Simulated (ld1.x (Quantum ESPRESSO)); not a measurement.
## What one change does to a pseudopotential (nitrogen, RRKJ)

- Element: nitrogen (N)
- Generator: ld1.x (Quantum ESPRESSO) 7.5
- Type: norm-conserving RRKJ (Kleinman–Bylander form)
- Functional: PBE
- Relativity: non-relativistic
- Frozen core: [He]
- Valence charge: 5
- Reference configuration: 2s2 2p2.5 (charge +0.5)
- Partial waves: 2s (bound): rc 1.00 bohr; 2p (bound): rc 1.95 bohr; 3d channel at 0.05 Ry: rc 1.55 bohr
- Local potential: the d channel
- Core correction: a·sin(br)/r model core inside 0.45 bohr

All-electron outer shells of the reference configuration (PBE, non-relativistic, ld1.x):

```csv
shell,level (eV),outermost node (bohr),outermost maximum (bohr)
2s,-25.09,0.32,1.00
2p,-13.45,–,0.94
```

Change: wave 2s (bound): rc 1.00 bohr becomes 2s (bound): rc 1.20 bohr.

Cutoffs: the cutoffs (Ry, on a coarse ladder) from which the occupation-weighted sum of valence levels, in a spherical-Bessel basis at the reference potential, stays within 10 and 1 mRy of its value at 400 Ry; they do not see the model core or the augmentation charge, which bear on the density cutoff. Errors are all-electron minus pseudo energies relative to the spin-unpolarised reference configuration.

Predict the effect on cutoff, ghosts and configuration errors.

The potential gets softer (80 Ry and 100 Ry → 55 Ry and 70 Ry); the errors of the 7 common tests hardly move; neither file shows a bound ghost. A larger radius leaves more room for a smooth pseudo-wave, so fewer plane waves are needed.

```csv
quantity,base,changed
"cutoff, loose",80 Ry,55 Ry
"cutoff, tight",100 Ry,70 Ry
loose cutoff by channel (10 mRy a level),"s 70 Ry, p 30 Ry","s 50 Ry, p 30 Ry"
bound ghosts,none,none
"error for 2s2 2p3, meV [ΔE -5.10 eV]",+7.0,+7.1
"error for 2s2 2p2, meV [ΔE 8.50 eV]",+20,+20
"error for 2s2 2p1, meV [ΔE 37.36 eV]",+366,+370
"error for 2s2 2p0, meV [ΔE 84.44 eV]",+1745,+1759
"error for 2s2 2p3.3, meV [ΔE -6.72 eV]",+12,+12
"error for 2s1 2p3, meV [ΔE 20.25 eV]",-65,-66
"error for 2s0 2p5, meV [ΔE 17.88 eV]",+72,+69
s: phases at 2.14 bohr within 0.05 rad from the reference energy up to (Ry; the scan ends near 5),2.2,2.1
p: phases at 2.14 bohr within 0.05 rad from the reference energy up to (Ry; the scan ends near 5),1.3,1.3
d: phases at 2.14 bohr within 0.05 rad from the reference energy up to (Ry; the scan ends near 5),to the end of the scan,to the end of the scan
```
